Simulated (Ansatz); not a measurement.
A structure relaxed at PBE0-D4/def2-SVP in Ansatz, charge 1, singlet:

```xyz
9

Si   -0.6517   -0.7298    0.4899
Si   -2.3792    0.5203    1.1662
Si    1.1611    0.7800    0.2369
Si    1.4766   -0.8122   -1.3387
Si    0.9430   -2.4176    0.1741
Si   -0.9518    1.8447    0.0128
H    -3.7727    0.1966    0.7421
H     2.1279    1.3200    1.2279
H     2.0469   -0.7019   -2.7112
```

Task: Give its formula.

Result: Si6H3⁺.

Task: Summarise the bond lengths by kind (pairs closer than 1.2 times the sum of covalent radii, bridged metal pairs left out).

Result: 8 × Si–Si 2.24 to 2.64 Å; 3 × H–Si 1.49 Å.

The restricted singlet is unstable towards broken spin symmetry in Hartree–Fock (as tested in another run); at PBE0-D4/def2-SVP this wasn't settled. Another isomer (singlet) lies 2.06 eV lower at PBE0-D4/def2-TZVP; other spin states weren't run for this one.
